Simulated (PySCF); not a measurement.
PySCF input for GaF2, SMILES [F][Ga][F], multiplicity 2, ωB97X-D3(BJ)/def2-TZVP. 

```python
import numpy as np
from pyscf import gto, scf, dft
from pyscf.geomopt import geometric_solver

mol = gto.M(
    atom='''
    Ga    0.00000000    0.00000000    0.25100906
    F    -0.00000000   -1.71032077   -0.43229339
    F    -0.00000000    1.71032077   -0.43229339
    ''',
    basis='def2-TZVP',
    charge=0,
    spin=1,
    max_memory=1600,
    verbose=3,
)
mf = dft.UKS(mol, xc='wb97x-d3bj').density_fit(auxbasis='def2-universal-jkfit')
mf.grids.level = 3
mf.conv_tol = 1e-9
mf.max_cycle = 100
mf.kernel()
fine, coarse = mf.grids, dft.Grids(mol).set(level=1).build(with_non0tab=True)
for _ in range(3):  # follow internal instabilities
    mf.grids = coarse
    mo, _, stable, _ = mf.stability(return_status=True, nroots=4)
    mf.grids = fine
    if stable:
        break
    mf.kernel(mf.make_rdm1(mo, mf.mo_occ))
grad = mf.nuc_grad_method()
grad.grid_response = mol.nao <= 150
conv, mol_eq = geometric_solver.kernel(grad, convergence_set='GAU_TIGHT', maxsteps=100)
print(mol_eq.tostring(format='xyz'))
mf.reset(mol_eq)
mf.kernel()
```

Log of the run:

```

WARN: HOMO -0.249936312197882 >= LUMO -0.249936312197882

converged SCF energy = -2124.63190164211  <S^2> = 0.75439288  2S+1 = 2.0043881
<class 'pyscf.df.df_jk.DFUKS'> wavefunction is stable in the internal stability analysis
[banner and settings of the optimiser left out]
Geometry optimization cycle 1
Cartesian coordinates (Angstrom)
 Atom        New coordinates             dX        dY        dZ
  Ga   0.000000   0.000000   0.251009    0.000000  0.000000  0.000000
   F   0.000000  -1.710321  -0.432293    0.000000  0.000000  0.000000
   F   0.000000   1.710321  -0.432293    0.000000  0.000000  0.000000

WARN: Mole.unit (angstrom) is changed to Bohr

converged SCF energy = -2124.63190164211  <S^2> = 0.75439295  2S+1 = 2.0043881
--------------- DFUKS_Scanner gradients ---------------
         x                y                z
0 Ga     0.0000000000    -0.0000000030     0.0095534741
1 F    -0.0000000000    -0.0288162329    -0.0047767320
2 F     0.0000000000     0.0288162370    -0.0047767328
----------------------------------------------
cycle 1: E = -2124.63190164  dE = -2124.63  norm(grad) = 0.0423988
Step    0 : Gradient = 2.448e-02/2.921e-02 (rms/max) Energy = -2124.6319016421
Hessian Eigenvalues: 5.00000e-02 5.00000e-02 5.00000e-02 ... 2.30847e-01 2.30847e-01 2.50000e-01

Geometry optimization cycle 2
Cartesian coordinates (Angstrom)
 Atom        New coordinates             dX        dY        dZ
  Ga  -0.000000  -0.000000   0.282284   -0.000000 -0.000000  0.031275
   F   0.000000  -1.619335  -0.447931    0.000000  0.090986 -0.015637
   F  -0.000000   1.619335  -0.447931   -0.000000 -0.090986 -0.015637
converged SCF energy = -2124.6382072353  <S^2> = 0.75323039  2S+1 = 2.0032278
--------------- DFUKS_Scanner gradients ---------------
         x                y                z
0 Ga    -0.0000000000     0.0000000033    -0.0063773562
1 F    -0.0000000000    -0.0078441014     0.0031886751
2 F    -0.0000000000     0.0078441008     0.0031886772
----------------------------------------------
cycle 2: E = -2124.63820724  dE = -0.00630559  norm(grad) = 0.0135671
Step    1 : Displace = 7.751e-02/9.232e-02 (rms/max) Trust = 1.000e-01 (=) Grad = 7.833e-03/8.467e-03 (rms/max) E (change) = -2124.6382072353 (-6.306e-03) Quality = 1.409
Hessian Eigenvalues: 5.00000e-02 5.00000e-02 5.00000e-02 ... 1.20364e-01 2.30847e-01 3.06096e-01

Geometry optimization cycle 3
Cartesian coordinates (Angstrom)
 Atom        New coordinates             dX        dY        dZ
  Ga   0.000000  -0.000000   0.349686    0.000000 -0.000000  0.067403
   F   0.000000  -1.529349  -0.481632    0.000000  0.089986 -0.033701
   F  -0.000000   1.529349  -0.481632    0.000000 -0.089986 -0.033701
converged SCF energy = -2124.64031237791  <S^2> = 0.75265689  2S+1 = 2.0026551
--------------- DFUKS_Scanner gradients ---------------
         x                y                z
0 Ga     0.0000000000     0.0000000004    -0.0153661578
1 F    -0.0000000000     0.0075865028     0.0076830630
2 F     0.0000000000    -0.0075865048     0.0076830603
----------------------------------------------
cycle 3: E = -2124.64031238  dE = -0.00210514  norm(grad) = 0.0216631
Step    2 : Displace = 8.758e-02/9.609e-02 (rms/max) Trust = 1.414e-01 (+) Grad = 1.251e-02/1.537e-02 (rms/max) E (change) = -2124.6403123779 (-2.105e-03) Quality = 1.095
Hessian Eigenvalues: 5.00000e-02 5.00000e-02 5.00000e-02 ... 9.53786e-02 2.30847e-01 3.72761e-01

Geometry optimization cycle 4
Cartesian coordinates (Angstrom)
 Atom        New coordinates             dX        dY        dZ
  Ga  -0.000000  -0.000000   0.389552   -0.000000 -0.000000  0.039866
   F   0.000000  -1.506894  -0.501565   -0.000000  0.022455 -0.019933
   F  -0.000000   1.506894  -0.501565   -0.000000 -0.022455 -0.019932
converged SCF energy = -2124.64109612994  <S^2> = 0.75269987  2S+1 = 2.0026981
--------------- DFUKS_Scanner gradients ---------------
         x                y                z
0 Ga     0.0000000000     0.0000000015    -0.0067312446
1 F     0.0000000000     0.0036188724     0.0033656277
2 F     0.0000000000    -0.0036188689     0.0033656297
----------------------------------------------
cycle 4: E = -2124.64109613  dE = -0.000783752  norm(grad) = 0.00970345
Step    3 : Displace = 3.363e-02/3.987e-02 (rms/max) Trust = 2.000e-01 (+) Grad = 5.602e-03/6.731e-03 (rms/max) E (change) = -2124.6410961299 (-7.838e-04) Quality = 1.383
Hessian Eigenvalues: 5.00000e-02 5.00000e-02 5.00000e-02 ... 8.69590e-02 2.30847e-01 2.52159e-01

Geometry optimization cycle 5
Cartesian coordinates (Angstrom)
 Atom        New coordinates             dX        dY        dZ
  Ga  -0.000000  -0.000000   0.410395   -0.000000 -0.000000  0.020842
   F  -0.000000  -1.498997  -0.511986   -0.000000  0.007897 -0.010421
   F  -0.000000   1.498997  -0.511986   -0.000000 -0.007897 -0.010422
converged SCF energy = -2124.64124496356  <S^2> = 0.75277435  2S+1 = 2.0027724
--------------- DFUKS_Scanner gradients ---------------
         x                y                z
0 Ga    -0.0000000000     0.0000000001    -0.0001049280
1 F    -0.0000000000     0.0000342794     0.0000524687
2 F    -0.0000000000    -0.0000342802     0.0000524683
----------------------------------------------
cycle 5: E = -2124.64124496  dE = -0.000148834  norm(grad) = 0.000137354
Step    4 : Displace = 1.609e-02/2.084e-02 (rms/max) Trust = 2.828e-01 (+) Grad = 7.930e-05/1.049e-04 (rms/max) E (change) = -2124.6412449636 (-1.488e-04) Quality = 1.013
Hessian Eigenvalues: 5.00000e-02 5.00000e-02 5.00000e-02 ... 8.58600e-02 2.30847e-01 2.50925e-01

Geometry optimization cycle 6
Cartesian coordinates (Angstrom)
 Atom        New coordinates             dX        dY        dZ
  Ga  -0.000000  -0.000000   0.410919    0.000000  0.000000  0.000524
   F  -0.000000  -1.498631  -0.512248    0.000000  0.000367 -0.000262
   F  -0.000000   1.498631  -0.512248    0.000000 -0.000366 -0.000262
converged SCF energy = -2124.64124501623  <S^2> = 0.75277479  2S+1 = 2.0027729
--------------- DFUKS_Scanner gradients ---------------
         x                y                z
0 Ga    -0.0000000000    -0.0000000016    -0.0000032049
1 F     0.0000000000     0.0000069335     0.0000016101
2 F     0.0000000000    -0.0000069349     0.0000016114
----------------------------------------------
cycle 6: E = -2124.64124502  dE = -5.26702e-08  norm(grad) = 1.05654e-05
Step    5 : Displace = 4.765e-04/5.243e-04 (rms/max) Trust = 3.000e-01 (+) Grad = 6.100e-06/7.120e-06 (rms/max) E (change) = -2124.6412450162 (-5.267e-08) Quality = 0.971
Hessian Eigenvalues: 5.00000e-02 5.00000e-02 5.00000e-02 ... 9.57964e-02 2.30847e-01 2.34841e-01

Geometry optimization cycle 7
Cartesian coordinates (Angstrom)
 Atom        New coordinates             dX        dY        dZ
  Ga  -0.000000  -0.000000   0.410883    0.000000  0.000000 -0.000035
   F  -0.000000  -1.498683  -0.512231    0.000000 -0.000052  0.000017
   F  -0.000000   1.498682  -0.512231   -0.000000  0.000052  0.000017
converged SCF energy = -2124.64124501657  <S^2> = 0.75277499  2S+1 = 2.0027731
--------------- DFUKS_Scanner gradients ---------------
         x                y                z
0 Ga     0.0000000000    -0.0000000058    -0.0000001072
1 F    -0.0000000000    -0.0000013903     0.0000000575
2 F    -0.0000000000     0.0000014010     0.0000000549
----------------------------------------------
cycle 7: E = -2124.64124502  dE = -3.45153e-10  norm(grad) = 1.97833e-06
Step    6 : Displace = 4.907e-05/5.467e-05 (rms/max) Trust = 3.000e-01 (=) Grad = 1.142e-06/1.402e-06 (rms/max) E (change) = -2124.6412450166 (-3.452e-10) Quality = 0.667
Hessian Eigenvalues: 4.99998e-02 5.00000e-02 5.00000e-02 ... 1.18568e-01 2.30846e-01 2.41775e-01

Geometry optimization cycle 8
Cartesian coordinates (Angstrom)
 Atom        New coordinates             dX        dY        dZ
  Ga  -0.000000  -0.000000   0.410893   -0.000000 -0.000000  0.000010
   F  -0.000000  -1.498671  -0.512236   -0.000000  0.000012 -0.000005
   F  -0.000000   1.498671  -0.512236   -0.000000 -0.000012 -0.000005
converged SCF energy = -2124.64124501659  <S^2> = 0.75277502  2S+1 = 2.0027731
--------------- DFUKS_Scanner gradients ---------------
         x                y                z
0 Ga    -0.0000000000     0.0000000008     0.0000006595
1 F     0.0000000000    -0.0000004304    -0.0000003225
2 F     0.0000000000     0.0000004305    -0.0000003194
----------------------------------------------
cycle 8: E = -2124.64124502  dE = -1.90994e-11  norm(grad) = 1.00579e-06
Step    7 : Displace = 1.187e-05/1.276e-05 (rms/max) Trust = 3.000e-01 (=) Grad = 5.807e-07/6.595e-07 (rms/max) E (change) = -2124.6412450166 (-1.910e-11) Quality = 0.587
Hessian Eigenvalues: 4.99998e-02 5.00000e-02 5.00000e-02 ... 1.18568e-01 2.30846e-01 2.41775e-01
Converged! =D

3
XYZ from PySCF
Ga         -0.00000000       -0.00000011        0.41089323
F          -0.00000000       -1.49867082       -0.51223577
F          -0.00000000        1.49867051       -0.51223590
converged SCF energy = -2124.64124501661  <S^2> = 0.75277505  2S+1 = 2.0027731
```

The run converged.
